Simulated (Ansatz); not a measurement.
`O[As](S)[SeH]`, charge 0, multiplicity 1.

Task: Give a relaxed structure at PBE0-D4/def2-TZVP (the Gaussian-basis code of Ansatz). (An estimate is asked.)

Result: The calculation gave: 
Cartesian coordinates in Å:
```
O -1.518 -0.271 1.190
As 0.151 0.335 1.147
S 1.003 -1.463 0.072
Se 0.133 1.882 -0.688
H -1.849 -0.503 0.315
H 2.107 -0.813 -0.333
H -0.026 0.832 -1.704
```
